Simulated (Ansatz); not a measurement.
Geometry optimisation, RKS B3LYP-D4/def2-SVP in Ansatz 0.2.0.

input.yaml

```yaml
crystal:
  periodic: [false, false, false]
  atoms:
    - { symbol: W, position_ang: [-0.102268, -0.117247, -0.037961] }
    - { symbol: F, position_ang: [0.204053, -0.079621, 1.792816] }
    - { symbol: F, position_ang: [1.740023, -0.137213, -0.272008] }
    - { symbol: F, position_ang: [-0.049661, 1.735424, -0.19703] }
    - { symbol: O, position_ang: [-1.914785, -0.099869, 0.256024] }
    - { symbol: H, position_ang: [-2.82431, -0.149015, 0.572409] }
    - { symbol: F, position_ang: [-0.041989, -1.978719, -0.003197] }
    - { symbol: F, position_ang: [-0.307353, -0.228091, -1.884677] }
    - { symbol: H, position_ang: [1.65416, 1.792624, 1.335516] }
    - { symbol: H, position_ang: [1.579431, 1.536027, 1.999008] }
basis:
  gaussian: { orbitals: def2-SVP }
hamiltonian:
  xc: b3lyp
  dispersion: d4
relax:
  f_tol: 0.03
  max_steps: 50
```

Command:

```bash
$ ansatz run input.yaml --threads 4 --pin off --max-ram 5120MiB --backend cpu --events-out ev --progress --plain --runs-dir out
```

Problem. Where does it end, and by what steps?

Solution. It converged. The force dipped under the threshold on the way, but the program's further checks kept it going. After 22 steps the energy has fallen by 0.266 eV; H9 moved furthest, 1.29 Å.

```json
{"step": "0", "energy less start (eV)": "0.0000", "largest force component (eV/Å)": "1.582", "accepted": "yes"}
{"step": "1", "energy less start (eV)": "-0.1593", "largest force component (eV/Å)": "0.184", "accepted": "yes"}
{"step": "2", "energy less start (eV)": "-0.2221", "largest force component (eV/Å)": "0.139", "accepted": "yes"}
{"step": "3", "energy less start (eV)": "-0.2498", "largest force component (eV/Å)": "0.080", "accepted": "yes"}
{"step": "4", "energy less start (eV)": "-0.2570", "largest force component (eV/Å)": "0.208", "accepted": "yes"}
{"step": "5", "energy less start (eV)": "-0.2503", "largest force component (eV/Å)": "0.616", "accepted": "no"}
{"step": "6", "energy less start (eV)": "-0.2595", "largest force component (eV/Å)": "0.064", "accepted": "yes"}
{"step": "7", "energy less start (eV)": "-0.2613", "largest force component (eV/Å)": "0.006", "accepted": "yes"}
{"step": "8", "energy less start (eV)": "-0.2608", "largest force component (eV/Å)": "0.302", "accepted": "no"}
{"step": "9", "energy less start (eV)": "-0.2619", "largest force component (eV/Å)": "0.058", "accepted": "yes"}
{"step": "10", "energy less start (eV)": "-0.2621", "largest force component (eV/Å)": "0.092", "accepted": "yes"}
{"step": "11", "energy less start (eV)": "-0.2623", "largest force component (eV/Å)": "0.090", "accepted": "yes"}
{"step": "12", "energy less start (eV)": "-0.2626", "largest force component (eV/Å)": "0.061", "accepted": "yes"}
{"step": "13", "energy less start (eV)": "-0.2631", "largest force component (eV/Å)": "0.030", "accepted": "yes"}
{"step": "14", "energy less start (eV)": "-0.2635", "largest force component (eV/Å)": "0.141", "accepted": "yes"}
{"step": "15", "energy less start (eV)": "-0.2640", "largest force component (eV/Å)": "0.080", "accepted": "yes"}
{"step": "16", "energy less start (eV)": "-0.2643", "largest force component (eV/Å)": "0.004", "accepted": "yes"}
{"step": "17", "energy less start (eV)": "-0.2646", "largest force component (eV/Å)": "0.123", "accepted": "yes"}
{"step": "18", "energy less start (eV)": "-0.2649", "largest force component (eV/Å)": "0.073", "accepted": "yes"}
{"step": "19", "energy less start (eV)": "-0.2653", "largest force component (eV/Å)": "0.010", "accepted": "yes"}
{"step": "20", "energy less start (eV)": "-0.2655", "largest force component (eV/Å)": "0.128", "accepted": "yes"}
{"step": "21", "energy less start (eV)": "-0.2659", "largest force component (eV/Å)": "0.054", "accepted": "yes"}
{"step": "22", "energy less start (eV)": "-0.2661", "largest force component (eV/Å)": "0.008", "accepted": "yes"}
```

```xyz
10
Properties=species:S:1:pos:R:3
W -0.143 -0.330 -0.237
F 0.500 -0.214 1.509
F 1.617 -0.580 -0.779
F 0.124 1.496 -0.467
O -1.872 -0.074 0.321
H -2.763 0.078 0.653
F -0.279 -2.178 -0.058
F -0.652 -0.477 -2.020
H 1.812 2.640 2.301
H 1.592 1.913 2.337
```

Whether the end is a true minimum wasn't checked by a vibrational analysis.

The run took 55 s on 4 threads of Arm Neoverse V2, with other jobs on the host, peak memory 0.35 GiB.
